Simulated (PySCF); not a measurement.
KI, SMILES [K][I]. Atoms are numbered in the order given.

```xyz
2

K      0.0000     0.0000    -2.2717
I      0.0000     0.0000     0.8144
```

Coordinates come from a r2SCAN-D4/def2-TZVPD optimisation. The def2 effective core potentials stand for the cores of I; spin–orbit coupling is left out.

Level of theory: PBE/def2-TZVPD (PySCF).

Gas-phase values at a fixed geometry.

Problem. Estimate the frontier levels, gap, dipole moment and polarisability. (An estimate is asked for; the answer gives what the named calculation found.)

Solution. 
```yaml
highest_occupied_level: -4.48 eV
lowest_empty_level: -2.05 eV
orbital_gap: 2.43 eV
dipole_moment: 10.74 D
quadrupole, principal values (traceless, Buckingham form, about the centre of nuclear charge): -10.87, -10.87, 21.73 D·Å
mean_static_polarisability: 75.1 bohr³ (11.12 Å³)
polarisability_principal_values: 64.8, 64.8, 95.7 bohr³
```
